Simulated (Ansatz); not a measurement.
Reaction (isomerisation): `O=C=N[SiH3]` → `O[SiH]1C=N1`

Calculated with Ansatz (gas phase, PBE0-D4/def2-TZVP geometries, no zero-point term in ΔE). CCSD(T)/CBS is the MP2 limit (def2-TZVPP, def2-QZVPP) plus CCSD(T) − MP2 in def2-TZVPP, frozen cores. DFT in def2-TZVPP. One conformer a species, not always the lowest.

```tsv
level	ΔE (eV)
PBE-D4	1.21
BHLYP-D4	1.24
ωB97X-V	1.12
r2SCAN	1.21
r2SCANh	1.19
r2SCAN0	1.15
CCSD(T)/def2-SVP	1.58
MP2/def2-TZVPP	1.10
```

(1) What does CCSD(T)/CBS give? (An estimate is asked.)

Largest T1 diagnostic among the species: 0.016.

## Answers

(1) The calculation gave: +0.94 eV. The listed levels differ from it by 0.27, 0.30, 0.18, 0.27, 0.25, 0.21, 0.64, 0.16 eV.

In def2-TZVPP, CCSD(T) changes the Hartree–Fock value by −0.39 eV (the triples alone add −0.00 eV) and MP2 by −0.33 eV. At CCSD(T), def2-SVP lies +0.64 eV from the extrapolated value and def2-TZVPP +0.10 eV. From PBE to PBE0 (25 % exact exchange), in def2-TZVPP and without D4, ΔE moves by −0.06 eV.
